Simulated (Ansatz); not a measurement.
`CC(C)[O][GaH2]` + `CCCCC` → `CCCC(C)C(C)C` + `[OH][GaH2]`  (formal exchange of groups at a C–O bond)

Program: Ansatz. Geometries: PBE0-D4/def2-TZVP. ΔE: electronic, gas phase. CCSD(T)/CBS adds triple-zeta CCSD(T) − MP2 to the extrapolated MP2 energy (def2 sets, frozen cores). Functionals use def2-TZVPP. For Ga outer-core shells are correlated without core-valence functions, which leaves a few kJ/mol of doubt a bond. Scalar relativity is left out up to krypton. Each species was taken in one conformer, which may not be the lowest.

`CC(C)[O][GaH2]`:

Cartesian coordinates in Å:
```
C -1.171 0.284 0.930
C 0.049 -0.550 0.582
C -0.153 -1.346 -0.695
O 1.214 0.245 0.514
Ga 1.526 1.580 -0.628
H -0.993 0.852 1.846
H -1.400 0.987 0.122
H -2.049 -0.348 1.083
H 0.223 -1.259 1.403
H 0.742 -1.928 -0.925
H -0.361 -0.677 -1.537
H -0.996 -2.035 -0.600
H 0.446 1.970 -1.691
H 2.924 2.226 -0.403
```

`CCCCC`:

Z-matrix (Å, degrees):
```
C
C 1 1.519
H 1 1.094 2 111.1
H 1 1.092 2 111.7 3 -120.2
H 1 1.094 2 111.1 3 119.5
C 2 1.521 1 112.7 3 -60.0
H 2 1.095 1 109.3 3 62.5
H 2 1.097 1 109.6 3 178.4
C 6 1.523 2 114.5 1 -177.1
H 6 1.098 2 109.2 1 60.1
H 6 1.096 2 108.6 1 -55.0
C 9 1.521 6 114.1 2 -65.1
H 9 1.095 6 108.8 2 172.9
H 9 1.097 6 109.1 2 57.7
H 12 1.092 9 111.9 6 63.4
H 12 1.094 9 110.9 6 -56.8
H 12 1.092 9 111.2 6 -176.6
```

`CCCC(C)C(C)C`:

```xyz
26

C    -0.080    2.599    2.414
C    -0.025    2.111    0.977
C     0.064    0.596    0.878
C     0.208    0.054   -0.543
C    -1.041    0.323   -1.374
C     0.624   -1.428   -0.539
C     1.084   -1.896   -1.913
C    -0.448   -2.362    0.008
H    -0.952    2.192    2.934
H     0.808    2.287    2.971
H    -0.140    3.688    2.468
H     0.841    2.555    0.470
H    -0.908    2.471    0.441
H    -0.823    0.158    1.352
H     0.922    0.258    1.472
H     1.041    0.599   -1.010
H    -1.928   -0.115   -0.909
H    -1.222    1.395   -1.477
H    -0.954   -0.086   -2.382
H     1.491   -1.494    0.132
H     1.498   -2.907   -1.860
H     0.257   -1.923   -2.628
H     1.857   -1.239   -2.320
H    -0.069   -3.385    0.067
H    -1.329   -2.379   -0.641
H    -0.774   -2.073    1.009
```

`[OH][GaH2]`:

```xyz
5

O     0.681   -0.873    0.633
Ga   -0.253    0.484   -0.060
H     0.780   -1.623    0.043
H    -0.797    0.315   -1.518
H    -0.410    1.696    0.902
```

```json
{"level": "BLYP-D4", "ΔE (kJ/mol)": "-22.8"}
{"level": "CAM-B3LYP-D4", "ΔE (kJ/mol)": "-26.8"}
{"level": "r2SCAN", "ΔE (kJ/mol)": "-27.0"}
{"level": "SCS-MP2/def2-TZVPP", "ΔE (kJ/mol)": "-37.9"}
```

Task: What does CCSD(T)/CBS give? (Estimate.)

Result: Ansatz gave: -38.5 kJ/mol. The listed levels differ from it by 15.7, 11.7, 11.5, 0.6 kJ/mol.

Largest T1 diagnostic among the species: 0.015.

Leaving LDA and LC-ωPBE aside and taking each functional with its dispersion term where it has one, the values, not all of them listed here, spread over 13.6 kJ/mol, from PBE-QIDH to BLYP-D4. LDA lies −10.7 kJ/mol from PBE without D4. From BLYP to BHLYP (50 % exact exchange), in def2-TZVPP and without D4, ΔE moves by −7.8 kJ/mol. At CCSD(T), def2-SVP lies +10.6 kJ/mol from the extrapolated value and def2-TZVPP +1.4 kJ/mol.

CCSD(T)/CBS has its own doubt, a few kJ/mol and more with outer-core shells, so smaller differences from it don't rank the levels.
